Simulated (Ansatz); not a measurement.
The cluster Li₂I₂⁻. Charge -1, multiplicity 2. Geometry r2SCAN-D4/def2-TZVPD; atoms count from 1.

Cartesian coordinates in Å:
```
Li -1.8468 -0.6500 -2.4453
Li 0.6748 0.1494 0.7268
I 2.9380 -0.0800 1.8021
I -1.7661 0.5806 -0.0836
```

In the def2 sets I takes a core potential; there is no spin–orbit coupling. The structure comes from a short search, and lower isomers may exist.

Question: Estimate the Mulliken populations from the PBE0/def2-TZVPD orbitals of Ansatz.

Answer: 
| atom | charge (e) | spin (α − β) |
| --- | --- | --- |
| Li1 | -0.07 | 0.95 |
| Li2 | 0.62 | 0.10 |
| I3 | -0.80 | 0.00 |
| I4 | -0.76 | -0.05 |
Mulliken values depend strongly on the basis. With diffuse functions, as here, like atoms can get unlike values, and bond orders can come out too low or too high.

Question: Where does the spin sit?

Answer: Summed by element: Li 1.05, I -0.05, of 1 unpaired in all. Largest on single atoms: Li1 0.95, Li2 0.10, I4 -0.05.

Question: And the Mayer bond orders between heavy atoms (over 0.3)?

Answer: Li2–I3 0.35 (2.52 Å).
